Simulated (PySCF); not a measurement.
diphosphane cation (H4P2), SMILES PP (connectivity only; charge and spin as stated), charge +1, multiplicity 2. Atoms are numbered in the order given.

```xyz
6

P     -1.0571     0.1219     0.0000
P      1.0571    -0.1219     0.0000
H     -1.4674    -0.6584     1.1034
H     -1.4674    -0.6584    -1.1034
H      1.4674     0.6584     1.1034
H      1.4674     0.6584    -1.1034
```
Charge +1, spin multiplicity 2.

The structure is a stationary point at PBE0-D3(BJ)/def2-TZVP. The spin state was assumed, not searched.

The numbers are results of PBE0/pcH-1 run with PySCF, not measurements.

Unrestricted Kohn–Sham, ⟨S²⟩ = 0.759. Hyperfine tensors hold the contact and dipolar terms, without spin-orbit corrections.

Computed hyperfine couplings:
```csv
nucleus,A(iso) (MHz),A(iso) (G),dipolar principal values (MHz)
31P no. 1,563.1,200.9,"-193.8, -169.3, 363.1"
31P no. 2,563.1,200.9,"-193.8, -169.3, 363.1"
1H no. 3,38.0,13.6,"-7.6, -0.4, 8.0"
1H no. 4,38.0,13.6,"-7.6, -0.4, 8.0"
1H no. 5,38.0,13.6,"-7.6, -0.4, 8.0"
1H no. 6,38.0,13.6,"-7.6, -0.4, 8.0"
```

Q: And the g tensor (effective nuclear charges for spin-orbit coupling, GIAO)? (An estimate is asked for; the answer gives what the named calculation found.)

A: principal values 2.0022, 2.0072, 2.0168; isotropic 2.0087.
